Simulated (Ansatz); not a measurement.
IrO₄, SMILES [O]=[Ir+](=[O])(=[O])=[O], charge +1, multiplicity 1.

The structure is a stationary point at PBE0-D3(BJ)/def2-SVP. The spin state was assumed, not searched. The def2 effective core potentials stand for the cores of Ir; spin–orbit coupling is left out.

Two levels are set side by side: PBE/def2-SVPD (Ansatz, a program for electronic structure) and CAM-B3LYP/def2-SVPD (Ansatz). Energy differences of separate SCF runs at the same geometry. Differences are taken from unrounded values.

```tsv
quantity	CAM-B3LYP	PBE	PBE minus CAM-B3LYP
vertical singlet–triplet gap (eV)	1.99	2.78	0.79
```
